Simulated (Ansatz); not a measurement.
```xyz
5

N     1.462   -1.106   -1.871
C     0.841   -0.617   -1.033
In   -0.312    0.264    0.460
F     0.569    0.833    2.073
Cl   -2.561    0.626    0.371
```

Total charge 0; spin multiplicity 1. In: def2 effective core potential.

Task: List the CAM-B3LYP/def2-TZVPP orbital energies in eV (Ansatz 0.2.0). (Estimate.)

Result: Ansatz gave: Occupied: -2765.14, -672.93, -392.53, -280.39, -259.88, -198.94, -198.80, -198.78, -131.56, -88.33, -88.04, -87.99, -33.37, -27.61, -26.07, -25.26, -25.15, -25.11, -24.91, -24.02, -16.62, -14.18, -13.19, -13.05, -12.76, -12.11, -12.09, -11.93, -11.48, -11.31. Lowest empty: -1.77, -1.77, 0.00, 1.59, 1.60, 1.89, 2.27, 2.53.
